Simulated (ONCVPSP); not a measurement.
## selenium (Se): excitation energies, all-electron against ONCV

```
Element                 : Se
Generator               : ONCVPSP 4.0.1
Type                    : optimised norm-conserving Vanderbilt (ONCV)
Functional              : LDA (Perdew-Wang 92)
Relativity              : scalar-relativistic
Frozen core             : [Ar] 3d10
Valence charge          : 6
Reference configuration : 4s1.5 4p4.5
Partial waves           : 4s: rc 1.60 bohr, ncon 4, nbas 8, qcut 3.3 1/bohr, 2 projectors, debl 1.6 Ha; 4p: rc 1.60 bohr, ncon 3, nbas 7, qcut 4.8 1/bohr, local; d scattering state at 0.17 Ha: rc 1.85 bohr, ncon 5, nbas 8, qcut 4.8 1/bohr, 3 projectors, debl 1.8 Ha
Local potential         : the p channel
Core correction         : Teter function, fcfact 5.75, rcfact 1.55
```

Energies are relative to the spin-unpolarised reference configuration 4s1.5 4p4.5; without spin polarisation the order of configurations can differ from experiment.

(1) Give the all-electron excitation energy and the error of the potential for: 4s2 4p4; 4s2 4p3; 4s2 4p2; 4s2 4p0.

Note: ghosts flagged at negative energy: d at -48.4 eV; GHOST(+) flagged for s at 148.0 eV, s at 545.8 eV. A true bound ghost makes a file unfit for plane-wave use.

Results:

(1)

```tsv
valence configuration	charge	ΔE all-electron (eV)	error AE − PS (meV)
4s2 4p4	0	-5.443	-2.0
4s2 4p3	+1	5.561	-9.3
4s2 4p2	+2	26.115	-56
4s2 4p0	+4	99.837	-555
```
